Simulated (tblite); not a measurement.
Isomers of C5H7F3. Method: GFN2-xTB as coded in tblite; computed harmonic values from a numerical Hessian at the method's own geometry, unscaled. Errors from tens to a few hundred cm⁻¹ against measured bands are possible. One conformer each.

Electronic energies: GFN2-xTB at the same geometries; isomer energies are rough at this level and their order can be wrong.

```
              SMILES  electronic energy, lowest = 0 (kJ/mol)
     C/C(=C\C(F)F)CF                                   126.6
 F[C@@H]1CCC(F)(F)C1                                     0.0
C[C@@H](F)/C=C/C(F)F                                   133.9
     C/C(=C/C(F)F)CF                                   128.9
```

Q: How do GFN2-xTB zero-point energies change the relative energies?

A: 
| SMILES | ZPE (kJ/mol) | of it from modes above 1550 cm⁻¹ | electronic (kJ/mol) | with ZPE, lowest = 0 (kJ/mol) | lowest mode (cm⁻¹) | rings |
| --- | --- | --- | --- | --- | --- | --- |
| F[C@@H]1CCC(F)(F)C1 | 299.0 | 126.1 | 0.0 | 0.0 | 46 | 1 |
| C/C(=C\C(F)F)CF | 289.6 | 135.7 | 126.6 | 117.3 | 15i | 0 |
| C/C(=C/C(F)F)CF | 290.2 | 135.9 | 128.9 | 120.1 | 35 | 0 |
| C[C@@H](F)/C=C/C(F)F | 289.5 | 136.5 | 133.9 | 124.4 | 31 | 0 |

The zero-point energies span 9.5 kJ/mol, from `C[C@@H](F)/C=C/C(F)F` to `F[C@@H]1CCC(F)(F)C1`. Slightly imaginary modes are left out of the zero-point energy: `C/C(=C\C(F)F)CF` 14.8i cm⁻¹. The order is unchanged.

Q: What do entropy and thermal enthalpy add at 298.15 K and 1 bar (rigid rotor, harmonic oscillator, one conformer each)?

A: 
| SMILES | point group | symmetry number | S (J/(mol K)) | H − H(0) (kJ/mol) | ZPE + H − H(0) − TS (kJ/mol) |
| --- | --- | --- | --- | --- | --- |
| F[C@@H]1CCC(F)(F)C1 | C1 | 1 | 355.6 | 21.38 | 214.4 |
| C/C(=C/C(F)F)CF | C1 | 1 | 395.0 | 25.96 | 198.3 |
| C[C@@H](F)/C=C/C(F)F | C1 | 1 | 397.7 | 25.99 | 197.0 |

Not tabulated: `C/C(=C\C(F)F)CF` (lowest mode only 15i cm⁻¹).
